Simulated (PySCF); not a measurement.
Predicted microwave data (PBE0-D3(BJ)/def2-SVP geometry optimisation, gas phase (PySCF)) for one isomer of C3H5GeNO:

* Rotational constants: A = 8180, B = 794.1, C = 733.6 MHz
* Dipole components: |μa| = 1.79 D, |μb| = 0.84 D, |μc| = 0.00 D
* Inertial defect: -9.33 u·Å²
* κ: -0.98

**Question.** Which candidate fits, each taken in the one conformer that was computed?
A. `[NH2:1][GeH2:2][C:3]#[C:4][CH:5]=[O:6]` with H–N1–Ge2–C3 -63° and 63°
B. `[CH2:1]=[CH:2][O:3][GeH2:4][C:5]#[N:6]` with C1–C2–O3–Ge4 -153°, C2–O3–Ge4–C5 -47°
C. `[GeH3][c]1ccno1`

**Answer.** A. It is [NH2][GeH2][C]#CC=O, a near-prolate asymmetric top, point group Cs. The candidates at the same level (rigid rotor, commonest isotopes):

| SMILES | A (MHz) | B (MHz) | C (MHz) | μa (D) | μb (D) | μc (D) | Δ (u·Å²) | point group | rotor |
| --- | --- | --- | --- | --- | --- | --- | --- | --- | --- |
| [GeH3][c]1ccno1 | 8802 | 1246 | 1107 | 1.41 | 2.49 | 0.00 | -6.38 | near Cs | near-prolate asymmetric top |
| [NH2][GeH2][C]#CC=O | 8180 | 794.1 | 733.6 | 1.79 | 0.84 | 0.00 | -9.33 | Cs | near-prolate asymmetric top |
| C=C[O][GeH2][C]#N | 3819 | 1533 | 1129 | 0.41 | 2.65 | 0.85 | -14.42 | C1 | asymmetric top |

`[GeH3][c]1ccno1` has B 57 % too high; `C=C[O][GeH2][C]#N` has B 93 % too high. In the right answer the mirror of this Cs structure is the ab plane, so μc vanishes by symmetry (the 0.01 D computed is a residue). No structure here is proved a minimum.
